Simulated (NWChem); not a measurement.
CH4OSi; SMILES O=C[SiH3]

Results from NWChem. Structure relaxed at the PBE0/def2-SVP level. Ions are spin-unrestricted doublets at the neutral geometry; other ion states weren't tried.

```
level                                    vertical ionisation energy, ΔSCF (eV)  −ε(HOMO) (eV)  ΔSCF minus −ε(HOMO) (eV)
---------------------------------------  -------------------------------------  -------------  ------------------------
B3LYP/aug-cc-pVDZ                                                         9.62           7.00                      2.62
BHandHLYP/aug-cc-pVDZ                                                     9.56           8.61                      0.95
CAM-B3LYP/aug-cc-pVDZ                                                     9.68           8.60                      1.08
LDA (Slater exchange, VWN5)/aug-cc-pVDZ                                      …              …                         …
```

Question: Some entries are withheld; supply them.

Answer: 
- LDA (Slater exchange, VWN5)/aug-cc-pVDZ, vertical ionisation energy, ΔSCF (eV): 9.58
- LDA (Slater exchange, VWN5)/aug-cc-pVDZ, −ε(HOMO) (eV): 5.87
- LDA (Slater exchange, VWN5)/aug-cc-pVDZ, ΔSCF minus −ε(HOMO) (eV): 3.71
